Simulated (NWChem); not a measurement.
Program: NWChem. System: FIPb, charge 0, spin multiplicity 1, at a geometry optimised with PBE0/def2-SVP with def2 effective core potentials on I, Pb. The structure started from a generated list of species. Level: MP2/def2-TZVP with def2 effective core potentials on I, Pb, 9 core orbitals frozen.

Part of the output:

```
             Northwest Computational Chemistry Package (NWChem) 7.3.0
             --------------------------------------------------------

                                NWChem Input Module
                                -------------------

 Scaling coordinates for geometry "geometry" by  1.889725989
 (inverse scale =  0.529177249)

 Turning off AUTOSYM since
 SYMMETRY directive was detected!

                             Geometry "geometry" -> ""
                             -------------------------

 Output coordinates in angstroms (scale by  1.889725989 to convert to a.u.)

  No.       Tag          Charge          X              Y              Z
 ---- ---------------- ---------- -------------- -------------- --------------
    1 Pb                  82.0000    -0.73523700    -0.71782900     0.00000000
    2 F                    9.0000     0.62574900    -2.25943400     0.00000000
    3 I                   53.0000     1.03127700     1.49428100     0.00000000

 Effective nuclear repulsion energy (a.u.)    1069.1585190295

            Nuclear Dipole moment (a.u.)
            ----------------------------
        X                 Y               Z
 ---------------- ---------------- ----------------
    -0.0000226767     0.0000170075     0.0000000000

      Symmetry information
      --------------------

 Group name             Cs
 Group number              2
 Group order               2
 No. of unique centers     3

      Symmetry unique atoms

     1    2    3


 Summary of "ao basis" -> "" (spherical)
 ------------------------------------------------------------------------------
       Tag                 Description            Shells   Functions and Types
 ---------------- ------------------------------  ------  ---------------------
 *                         def2-tzvp                  on all atoms

 Summary of "ao basis" -> "ao basis" (spherical)
 ------------------------------------------------------------------------------
       Tag                 Description            Shells   Functions and Types
 ---------------- ------------------------------  ------  ---------------------
 Pb                        def2-tzvp                16       50   6s5p3d2f
 F                         def2-tzvp                11       31   5s3p2d1f
 I                         def2-tzvp                16       50   6s5p3d2f

                                 NWChem SCF Module
                                 -----------------
[...]
 -----------   ------   -------------------------------------------------------
    1 Pb  22    20.94   0.07 -0.59  1.78  0.76  1.16  0.70 -0.62  6.55  0.37  0.52  0.06  9.13  0.88  0.11  0.05  0.00
    2 F    9     9.64   0.77  1.20  0.60  0.99  0.40  2.22  2.26  1.18  0.00  0.00  0.00
    3 I   25    25.42   0.19 -0.77  1.58  1.01  1.07  0.89 -0.49  6.45  1.32  2.95  1.20  9.23  0.76  0.04  0.00  0.00

       Multipole analysis of the density wrt the origin
       ------------------------------------------------

     L   x y z        total         open         nuclear
     -   - - -        -----         ----         -------
     0   0 0 0     -0.000000      0.000000     56.000000

     1   1 0 0     -1.967350      0.000000     28.796499
     1   0 1 0     -0.003426      0.000000      2.324138
     1   0 0 1     -0.000000      0.000000      0.000000

     2   2 0 0    -43.979891      0.000000    150.002479
     2   1 1 0      3.574266      0.000000    133.600413
     2   1 0 1     -0.000000      0.000000      0.000000
     2   0 2 0    -52.084687      0.000000    403.899505
     2   0 1 1     -0.000000      0.000000      0.000000
     2   0 0 2    -41.571090      0.000000      0.000000

                   NWChem MP2 Semi-direct Energy/Gradient Module
                   ---------------------------------------------

  Basis functions       =    131
  Molecular orbitals    =    131
  Frozen core           =      9
  Frozen virtuals       =      0
  Active alpha occupied =     19
  Active beta occupied  =     19
  Active alpha virtual  =    103
  Active beta virtual   =    103
  Use MO symmetry       = T
  Use skeleton AO sym   = T

  AO/Fock/Back tols     =   1.0D-09  1.0D-09  1.0D-09

 GA uses MA = F    GA memory limited = T

 Available:
  local mem=  1.26D+08
 global mem=  1.44D+08
 local disk=  0.00D+00
  mp2_memr nvloc                   103
  nvloc new                   103
   1 passes of  19:        5242880                     132819                  53159996.
   1 passes of  19: M    126138512           G      144144878           F     120895632.

 Semi-direct pass number   1 of   1  for RHF alpha+beta  at        3.6s
  vrange nnbf                  7985
  mp2_eaftype                   202  avail_ma_in_mb                  1099
 EAF : mp2_eaftype filesize         202   26579998.
  mp2_eaf for mointskh                    202
Node 0 wrote    125.0 Mb in      0.0 s     Agg I/O rate:  6699.7 Mb/s
 Done moints_semi at        8.3s
  mp2_eaftype                   202  avail_ma_in_mb                   897
 EAF : mp2_eaftype filesize         202   26579998.
  mp2_eaf for kh                   202
 Done maket at        8.6s
 Done multipass loop at        8.6s

          -------------------------------------------
          SCF energy                -588.075446724521
          Correlation energy          -1.139090157091
          Singlet pairs               -0.552070161487
          Triplet pairs               -0.587019995603
          Total MP2 energy          -589.214536881612
          -------------------------------------------

          ---------------------------------------------------
                    Spin Component Scaled (SCS) MP2
          Same spin pairs                     -0.391346663736
          Same spin scaling factor             0.333333333333
          Opposite spin pairs                 -0.747743493355
          Opposite spin scaling fact.          1.200000000000
          SCS-MP2 correlation energy          -1.027741079938
          Total SCS-MP2 energy              -589.103187804459
          ---------------------------------------------------

 -----------------------
 Performance information
 -----------------------

 Timer overhead =  1.26D-07 seconds/call

               Nr. of calls         CPU time (s)                 Wall time (s)                GFlops
             ---------------    -------------------     ------------------------------   -------------------
Name         Min   Avg   Max    Min     Avg     Max     Min     Avg     Max   Mx/calls   Min     Max     Sum
mp2: moin     1     1     1    4.8     4.8     4.8      4.8     4.8     4.8     4.8      0.0     0.0     0.0
mp2: make     1     1     1   0.28    0.28    0.28     0.28    0.28    0.28    0.28      0.0     0.0     0.0
mp2: tota     1     1     1    5.1     5.1     5.1      5.1     5.1     5.1     5.1      0.0     0.0     0.0

 The average no. of pstat calls per process was 3.00D+00
 with a timing overhead of 3.77D-07s

 Task  times  cpu:        8.6s     wall:        8.6s

 Total times  cpu:        8.6s     wall:        8.6s
```

Task: Write an NWChem input that would produce this output.

Result: One answer among several that fit: 
```
start mol
memory heap 200 mb stack 900 mb global 1100 mb
geometry units angstroms nocenter noautoz
  Pb    -0.735237    -0.717829     0.000000
  F      0.625749    -2.259434     0.000000
  I      1.031277     1.494281     0.000000
  symmetry group Cs
end
basis spherical
  * library def2-tzvp
end
ecp
  I library def2-ecp
  Pb library def2-ecp
end
scf
  rhf
  nopen 0
  maxiter 100
  thresh 1e-7
  semidirect memsize 60000000 filesize 0
end
mp2
  freeze core 9
end
task mp2 energy
```
